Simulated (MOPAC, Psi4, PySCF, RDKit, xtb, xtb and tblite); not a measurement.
Torsional profile of SMILES N#Cc1ccccc1O. Scanned: dihedral C3–C8–O9–H14; all other coordinates were relaxed at GFN2-xTB. Points at φ and −φ are mirror images.

Geometry of the scan point at -100° (Å):
```
14

N      2.9552     1.8049    -0.1827
C      1.9525     1.2565    -0.0980
C      0.7066     0.5919    -0.0232
C     -0.4701     1.3322     0.0935
C     -1.6899     0.6880     0.1471
C     -1.7455    -0.6962     0.0857
C     -0.5839    -1.4395    -0.0272
C      0.6519    -0.8086    -0.0758
O      1.8124    -1.5415    -0.1221
H     -0.4103     2.4096     0.1378
H     -2.5985     1.2634     0.2370
H     -2.6991    -1.2005     0.1272
H     -0.6194    -2.5179    -0.0688
H      2.0147    -1.8281    -1.0179
```

- GFN2-xTB (xtb and tblite)
- MMFF94 // GFN2-xTB (RDKit)
- PBE0/def2-SVP // GFN2-xTB (Psi4)
- PBE0-D3(BJ)/def2-SVP // GFN2-xTB (Psi4)
- PBE/def2-SVP // GFN2-xTB (Psi4)
- PBE-D3(BJ)/def2-SVP // GFN2-xTB (Psi4)
- UFF // GFN2-xTB (RDKit)
- PM6, restricted, heats of formation // GFN2-xTB (MOPAC)
- PM7, restricted, heats of formation // GFN2-xTB (MOPAC)
- GFN1-xTB // GFN2-xTB (xtb)
- RKS-B3LYP/6-31G* = restricted B3LYP/6-31G*, spherical d, density fitting // GFN2-xTB (PySCF 2.14.0)
- RKS-BP86/6-31G* = restricted BP86/6-31G*, spherical d, density fitting // GFN2-xTB (PySCF)
- RHF/3-21G = restricted Hartree-Fock/3-21G, density fitting // GFN2-xTB run with PySCF 2.14.0
- RKS-M06-2X/6-31G* = restricted M06-2X/6-31G*, spherical d, density fitting // GFN2-xTB run with PySCF 2.14.0

Least-squares fit of E(φ) = a0 + Σ (a_n cos nφ + b_n sin nφ), n = 1 to 4, to the 18 scan points, in kJ/mol above the lowest point of each profile (levels whose profile four harmonics don't fit are not listed):

```json
[
 {"method": "GFN2-xTB", "a0": "16.91", "a1": "-3.70", "b1": "0.00", "a2": "-13.86", "b2": "0.00", "a3": "0.42", "b3": "0.00", "a4": "0.27", "b4": "0.00", "rms of fit": "0.03"},
 {"method": "MMFF94", "a0": "7.79", "a1": "-0.26", "b1": "0.00", "a2": "-8.05", "b2": "0.00", "a3": "0.52", "b3": "0.00", "a4": "0.58", "b4": "0.00", "rms of fit": "0.07"},
 {"method": "PBE0/def2-SVP", "a0": "17.23", "a1": "-5.52", "b1": "0.00", "a2": "-11.81", "b2": "0.00", "a3": "0.12", "b3": "0.00", "a4": "0.00", "b4": "0.00", "rms of fit": "0.02"},
 {"method": "PBE0-D3(BJ)/def2-SVP", "a0": "17.46", "a1": "-5.72", "b1": "0.00", "a2": "-11.84", "b2": "0.00", "a3": "0.12", "b3": "0.00", "a4": "0.01", "b4": "0.00", "rms of fit": "0.02"},
 {"method": "PBE/def2-SVP", "a0": "18.98", "a1": "-5.84", "b1": "0.00", "a2": "-13.42", "b2": "0.00", "a3": "0.21", "b3": "0.00", "a4": "0.15", "b4": "0.00", "rms of fit": "0.04"},
 {"method": "PBE-D3(BJ)/def2-SVP", "a0": "19.29", "a1": "-6.08", "b1": "0.00", "a2": "-13.49", "b2": "0.00", "a3": "0.21", "b3": "0.00", "a4": "0.15", "b4": "0.00", "rms of fit": "0.04"},
 {"method": "UFF", "a0": "14.83", "a1": "3.97", "b1": "0.00", "a2": "-10.59", "b2": "0.00", "a3": "2.00", "b3": "0.00", "a4": "1.96", "b4": "0.00", "rms of fit": "0.30"},
 {"method": "PM6", "a0": "9.55", "a1": "-2.80", "b1": "0.00", "a2": "-7.93", "b2": "0.00", "a3": "0.82", "b3": "0.00", "a4": "0.26", "b4": "0.00", "rms of fit": "0.06"},
 {"method": "PM7", "a0": "8.78", "a1": "-2.44", "b1": "0.00", "a2": "-7.38", "b2": "0.00", "a3": "0.70", "b3": "0.00", "a4": "0.21", "b4": "0.00", "rms of fit": "0.07"},
 {"method": "GFN1-xTB", "a0": "14.73", "a1": "-3.84", "b1": "0.00", "a2": "-10.97", "b2": "0.00", "a3": "0.10", "b3": "0.00", "a4": "0.01", "b4": "0.00", "rms of fit": "0.01"},
 {"method": "RKS-B3LYP/6-31G*", "a0": "17.09", "a1": "-5.99", "b1": "0.00", "a2": "-11.22", "b2": "0.00", "a3": "0.14", "b3": "0.00", "a4": "-0.04", "b4": "0.00", "rms of fit": "0.01"},
 {"method": "RKS-BP86/6-31G*", "a0": "18.98", "a1": "-6.46", "b1": "0.00", "a2": "-12.80", "b2": "0.00", "a3": "0.21", "b3": "0.00", "a4": "0.09", "b4": "0.00", "rms of fit": "0.01"},
 {"method": "RHF/3-21G", "a0": "10.26", "a1": "-3.62", "b1": "0.00", "a2": "-5.89", "b2": "0.00", "a3": "-0.32", "b3": "0.00", "a4": "-0.58", "b4": "0.00", "rms of fit": "0.09"},
 {"method": "RKS-M06-2X/6-31G*", "a0": "16.45", "a1": "-6.05", "b1": "0.00", "a2": "-10.48", "b2": "0.00", "a3": "0.12", "b3": "0.00", "a4": "-0.09", "b4": "0.00", "rms of fit": "0.03"}
]
```
